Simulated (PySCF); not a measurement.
In(Me)3, C3H9In, SMILES [CH3][In]([CH3])[CH3], PBE0/def2-SVP optimised geometry.

```
13

In    -0.21     0.11     0.00
C     -1.30     2.00     0.00
H     -1.10     2.54    -0.94
H     -0.95     2.64     0.83
H     -2.38     1.85     0.10
C      1.97     0.11     0.00
H      2.35    -0.58    -0.77
H      2.34    -0.24     0.98
H      2.38     1.11    -0.18
C     -1.30    -1.77     0.00
H     -0.62    -2.64     0.09
H     -1.87    -1.87    -0.94
H     -2.02    -1.80     0.83
```

Density from PBE0/def2-TZVP, def2 effective core potentials past Kr (PySCF 2.14.0) at that geometry. The core electrons that the potentials of In replace are not part of the density.

Minimum of the electron density along straight lines between bonded atoms, close to the bond critical point (lines longer than 1.1 times the sum of covalent radii, or with two minima, are not listed):

```csv
bond,length / Å,ρ at the minimum / e bohr⁻³,∇²ρ there / e bohr⁻⁵,position (fraction from the first atom)
In1–C2,2.176,0.095,0.15,0.51
C2–H3,1.102,0.265,-0.86,0.64
C2–H4,1.101,0.265,-0.86,0.64
C2–H5,1.099,0.268,-0.88,0.64
In1–C6,2.176,0.095,0.15,0.51
C6–H7,1.101,0.266,-0.86,0.64
C6–H8,1.102,0.264,-0.85,0.64
C6–H9,1.099,0.268,-0.88,0.64
In1–C10,2.176,0.095,0.15,0.51
C10–H11,1.099,0.268,-0.88,0.64
C10–H12,1.102,0.265,-0.86,0.64
C10–H13,1.101,0.265,-0.86,0.64
```
